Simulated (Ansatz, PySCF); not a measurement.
Reaction (SMILES): [NH]BN → [NH-]BN (an electron is taken up)
Geometries: B3LYP-D3(BJ)/def2-TZVP minima from Ansatz (a first-principles code), one conformer each, not searched for the lowest. Frequencies are from Ansatz.
Geometry of the first species:
```
B
N 1 1.3997
H 2 1.0045 1 122.53
H 2 1.0064 3 114.24 1 179.90
N 1 1.4267 2 123.93 3 175.41
H 5 1.0179 1 118.49 2 112.79
H 1 1.2037 2 119.04 3 0.59
```
Charge 0, spin multiplicity 2.

Property: adiabatic electron affinity (0 K, with B3LYP-D3(BJ) harmonic zero-point energies), positive where the reaction releases energy, in eV. Cores are frozen in the correlated levels unless marked. UHF or UKS for open shells. No spin-orbit coupling. No relativistic terms. Anions need diffuse functions: aug- sets have them; def2-D sets add few; the other sets have none. CBS(X,Y): correlation extrapolated as X^-3; Hartree-Fock from the larger set. [CCSD(T)-MP2]/basis is that difference in the basis named.

RI-MP2/CBS(aug-cc-pVTZ,aug-cc-pVQZ)+[CCSD(T)-MP2]/aug-cc-pVTZ (Ansatz) gives 1.82 eV.

Problem. Another calculation gave 1.64 eV. Which level was it?
A) BP86/def2-TZVPD (PySCF)
B) B3LYP/def2-TZVPD (Ansatz)
C) SVWN5/def2-TZVPD (Ansatz)
D) BHLYP/def2-TZVPD (Ansatz)

Solution. B, B3LYP/def2-TZVPD (Ansatz). The others give 1.98 (SVWN5), 1.80 (BP86), 1.26 (BHLYP) eV.
